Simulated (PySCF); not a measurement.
C4H5ClSi, SMILES C(/C#C)=C/[SiH2]Cl. Atoms are numbered in the order given.

```xyz
11

C      2.5463     0.7745    -2.1135
C      2.1331    -0.1322    -1.3967
C      1.6363    -1.1707    -0.5599
C      0.4909    -1.0618     0.1681
Si    -0.5732     0.4854     0.1506
Cl    -2.1896     0.1618     1.4328
H      2.9126     1.5717    -2.7456
H      2.2354    -2.1000    -0.5222
H      0.1826    -1.9203     0.7895
H     -1.1116     0.7638    -1.2226
H      0.1892     1.6793     0.6469
```
Charge 0, spin multiplicity 1.

Geometry optimised at PBE-D3(BJ)/def2-SVP. The structure was generated by enumeration; whether it is a known compound was not checked. The values are those of a single conformer.

Level of theory: PBE-D3(BJ)/def2-SVP in PySCF.

Frequencies are harmonic and unscaled.

```json
[
 {"mode": "1", "ν (cm⁻¹)": "25", "IR (km/mol)": "0.4", "moving atoms (share of kinetic energy)": "Si 41 %, Cl 23 %, C 20 %, H 16 %"},
 {"mode": "2", "ν (cm⁻¹)": "74", "IR (km/mol)": "0.1", "moving atoms (share of kinetic energy)": "C 58 %, Si 15 %, Cl 14 %, H 12 %"},
 {"mode": "3", "ν (cm⁻¹)": "160", "IR (km/mol)": "2.2", "moving atoms (share of kinetic energy)": "Cl 32 %, Si 31 %, C 29 %, H 9 %"},
 {"mode": "4", "ν (cm⁻¹)": "232", "IR (km/mol)": "1.6", "moving atoms (share of kinetic energy)": "C 71 %, H 29 %"},
 {"mode": "5", "ν (cm⁻¹)": "284", "IR (km/mol)": "3.4", "moving atoms (share of kinetic energy)": "C 77 %, Cl 10 %, H 9 %"},
 {"mode": "6", "ν (cm⁻¹)": "401", "IR (km/mol)": "6.2", "moving atoms (share of kinetic energy)": "H 52 %, C 47 %"},
 {"mode": "7", "ν (cm⁻¹)": "525", "IR (km/mol)": "63.0", "moving atoms (share of kinetic energy)": "Si 42 %, Cl 39 %, C 15 %"},
 {"mode": "8", "ν (cm⁻¹)": "589", "IR (km/mol)": "36.5", "moving atoms (share of kinetic energy)": "H 61 %, C 21 %, Si 16 %"},
 {"mode": "9", "ν (cm⁻¹)": "600", "IR (km/mol)": "20.8", "moving atoms (share of kinetic energy)": "C 65 %, Si 19 %, H 12 %"},
 {"mode": "10", "ν (cm⁻¹)": "634", "IR (km/mol)": "37.7", "moving atoms (share of kinetic energy)": "H 78 %, C 22 %"},
 {"mode": "11", "ν (cm⁻¹)": "654", "IR (km/mol)": "32.5", "moving atoms (share of kinetic energy)": "H 80 %, C 19 %"},
 {"mode": "12", "ν (cm⁻¹)": "675", "IR (km/mol)": "0.9", "moving atoms (share of kinetic energy)": "H 90 %, C 9 %"},
 {"mode": "13", "ν (cm⁻¹)": "717", "IR (km/mol)": "41.2", "moving atoms (share of kinetic energy)": "C 65 %, Si 23 %, H 12 %"},
 {"mode": "14", "ν (cm⁻¹)": "721", "IR (km/mol)": "39.9", "moving atoms (share of kinetic energy)": "H 64 %, C 35 %"},
 {"mode": "15", "ν (cm⁻¹)": "829", "IR (km/mol)": "292.0", "moving atoms (share of kinetic energy)": "H 85 %, Si 9 %"},
 {"mode": "16", "ν (cm⁻¹)": "912", "IR (km/mol)": "50.3", "moving atoms (share of kinetic energy)": "H 95 %"},
 {"mode": "17", "ν (cm⁻¹)": "948", "IR (km/mol)": "20.0", "moving atoms (share of kinetic energy)": "C 64 %, H 35 %"},
 {"mode": "18", "ν (cm⁻¹)": "953", "IR (km/mol)": "0.1", "moving atoms (share of kinetic energy)": "H 78 %, C 22 %"},
 {"mode": "19", "ν (cm⁻¹)": "1133", "IR (km/mol)": "2.3", "moving atoms (share of kinetic energy)": "H 89 %, C 11 %"},
 {"mode": "20", "ν (cm⁻¹)": "1303", "IR (km/mol)": "4.5", "moving atoms (share of kinetic energy)": "H 63 %, C 37 %"},
 {"mode": "21", "ν (cm⁻¹)": "1581", "IR (km/mol)": "34.8", "moving atoms (share of kinetic energy)": "C 95 %"},
 {"mode": "22", "ν (cm⁻¹)": "2139", "IR (km/mol)": "1.7", "moving atoms (share of kinetic energy)": "C 91 %, H 9 %"},
 {"mode": "23", "ν (cm⁻¹)": "2174", "IR (km/mol)": "44.1", "moving atoms (share of kinetic energy)": "H 98 %"},
 {"mode": "24", "ν (cm⁻¹)": "2179", "IR (km/mol)": "92.8", "moving atoms (share of kinetic energy)": "H 96 %"},
 {"mode": "25", "ν (cm⁻¹)": "3061", "IR (km/mol)": "3.7", "moving atoms (share of kinetic energy)": "H 92 %"},
 {"mode": "26", "ν (cm⁻¹)": "3105", "IR (km/mol)": "0.6", "moving atoms (share of kinetic energy)": "H 92 %, C 8 %"},
 {"mode": "27", "ν (cm⁻¹)": "3404", "IR (km/mol)": "81.2", "moving atoms (share of kinetic energy)": "H 86 %, C 14 %"}
]
```
